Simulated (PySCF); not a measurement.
# I (iodine, neutral) across methods

[Kr] 4d10 5s2 5p4 5d1, one real determinant (an excited configuration). All numbers are calculated (PySCF 2.14, the spin-free X2C one-electron Hamiltonian (Gaussian nucleus), in x2c-QZVPPall with one added diffuse shell each of s, p, d, f type (14s10p8d5f1g, 128 functions)).

```csv
method,E (hartree),mean ε 5p α (eV),mean ε 5p β (eV),mean ε 5d α (eV),Σ⟨r²⟩ (bohr²),⟨S²⟩
r2SCAN,-7115.37,-10.671,-9.190,-0.460,77.12,3.757
UHF,-7112.47156,-14.797,-12.672,-1.962,77.85,3.764
PBE,-7114.94,-10.231,-8.896,-0.471,77.62,3.754
PBE0,-7115.02,-11.561,-10.060,-0.910,77.18,3.755
LDA,-7108.87,-10.342,-9.060,-0.419,77.52,3.752
```

⟨L²⟩ = 8.04 against 12 for a pure F term, so this real determinant mixes terms. The outer electron is Rydberg-like, and this basis confines it to a smaller radius and binds it less than a complete one would.
